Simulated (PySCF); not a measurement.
Computed IR spectrum (relative IR intensity) of a molecule C3H9NSi2. Geometry optimised at PBE0-D3(BJ)/def2-SVP. Other conformers were not sampled. All values below come from PBE0-D3(BJ)/def2-SVP in PySCF. Frequencies are harmonic and unscaled.

Lines under 2 % of the strongest are left out, and lines within 2 cm⁻¹ are merged.

```csv
ν (cm⁻¹),relative intensity
545,2.9
619,4.1
656,10
725,4.2
790,6.4
829,3.0
905,100
922,3.0
936,9.5
940,10
945,12
964,2.1
1108,7.6
2227,17
2237,39
2253,30
2262,19
2391,5.2
```

Q: Pick the molecule that these values belong to.
A. C=C[SiH2]/N=C/[SiH3]
B. [SiH3][C@H]1C=C[SiH2]N1
C. CC1=N[C@@H]([SiH3])[SiH2]1
D. N#C[C@@H]([SiH3])C[SiH3]

A: D, N#C[C@@H]([SiH3])C[SiH3]
